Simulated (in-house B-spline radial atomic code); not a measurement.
Results of a calculation; reference values are marked as such.
**Making a Troullier-Martins p channel for Mo, r_c = 1.22 bohr**

Mo, [Kr] 4d5 5s1, non-relativistic PBE, spherical and spin-unpolarised, from a B-spline radial code for spherical atoms (atomic units). The all-electron 4p level is ε = -1.386208 hartree, its outermost node lies just inside 0.54 bohr and its outer maximum at 1.08 bohr.

Inside r_c the pseudo-orbital is u(r) = r^2 exp(p(r)), with p = c0 + c2 r² + c4 r⁴ + … + c12 r¹². The seven coefficients follow from p and its first four derivatives at r_c, from zero curvature of the screened potential at the origin, c4 = −c2²/(2l + 5), and from the norm inside r_c. At r_c the all-electron orbital has P = 0.9820234, P' = -0.4581032, the screened potential V = -3.286433, V' = 6.487542, V'' = -16.09946, and the norm inside is Q = 0.5182343.

Task: What are p, p' and p'' at r_c?

Result: p = ln(P/r_c^2) = ln(0.9820234/1.4884) = -0.41584. p' = P'/P − 2/r_c = -0.46649 − 1.63934 = -2.10583. The radial equation gives p'' = 2(V − ε) − 2(2) p'/r_c − p'² = -3.80045 − (-6.90437) − 4.43453 = -1.33061. Differentiating, p''' = 2V' + 2(2)p'/r_c² − 2(2)p''/r_c − 2p'p'' = 6.0743, and p'''' = 2V'' − 4(2)p'/r_c³ + 4(2)p''/r_c² − 2(2)p'''/r_c − 2p''² − 2p'p''' = -27.947.

For a trial c2 the five matching conditions are linear in c0, c6, c8, c10 and c12, and c2 is varied until the norm inside r_c equals Q. The root nearest zero gives:

```
 n           c_n
 0      0.335873
 2     0.1517103
 4  -0.003288001
 6     -1.309045
 8       1.21345
10    -0.4500127
12    0.06236108
```

Task: Check c4 and p(r_c), and find the screened pseudopotential at the origin.

Result: −c2²/7 = -0.003288, as listed. The terms c_n r_c^n are 0.33587, 0.22581, -0.00728, -4.31632, 5.95526, -3.28718, 0.67800, which sum to -0.41584. Inverting the radial equation, V_l(r) = ε + 2 p'/r + (p'' + p'²)/2, so V_l(0) = ε + (2l + 3) c2 = -1.386208 + 5 × (0.15171) = -0.6277 hartree, finite where the all-electron potential diverges.

Orbitals and screened potentials:

```json
{"r (bohr)": "0.122", "P": "0.2271", "u": "0.02087", "V all-electron": "-216.6", "V pseudo": "-0.6353"}
{"r (bohr)": "0.305", "P": "-0.5272", "u": "0.1319", "V all-electron": "-52.55", "V pseudo": "-0.8942"}
{"r (bohr)": "0.488", "P": "-0.1496", "u": "0.3406", "V all-electron": "-22.36", "V pseudo": "-2.012"}
{"r (bohr)": "0.671", "P": "0.4771", "u": "0.6238", "V all-electron": "-11.93", "V pseudo": "-3.963"}
{"r (bohr)": "0.854", "P": "0.8729", "u": "0.8879", "V all-electron": "-7.27", "V pseudo": "-5.309"}
{"r (bohr)": "1.037", "P": "1.012", "u": "1.012", "V all-electron": "-4.798", "V pseudo": "-4.712"}
{"r (bohr)": "1.22", "P": "0.982", "u": "0.982", "V all-electron": "-3.286", "V pseudo": "-3.286"}
```

Logarithmic derivatives P'/P at R = 1.52 bohr, for energies E around ε:

```json
{"E − ε (hartree)": "-0.5", "all-electron": "-0.0264027", "pseudo": "-0.0280699"}
{"E − ε (hartree)": "-0.25", "all-electron": "-0.457678", "pseudo": "-0.458262"}
{"E − ε (hartree)": "-0.1", "all-electron": "-0.76853", "pseudo": "-0.768658"}
{"E − ε (hartree)": "0", "all-electron": "-1.00442", "pseudo": "-1.00444"}
{"E − ε (hartree)": "0.1", "all-electron": "-1.26875", "pseudo": "-1.26892"}
{"E − ε (hartree)": "0.25", "all-electron": "-1.73292", "pseudo": "-1.73418"}
{"E − ε (hartree)": "0.5", "all-electron": "-2.77315", "pseudo": "-2.78132"}
```

Task: With P(R) = 0.7789624 and a norm of 0.7560344 inside R, what slope in energy does norm conservation fix?

Result: d(P'/P)/dE = −2 × (norm inside R)/P(R)² = -2.4919 per hartree·bohr at E = ε, for both atoms, since orbital and norm agree at R. Differences over ±0.1 hartree give -2.5011 (all-electron) and -2.5013 (pseudo), which also hold third-order terms. Half a hartree below ε the two curves differ by -0.0017.
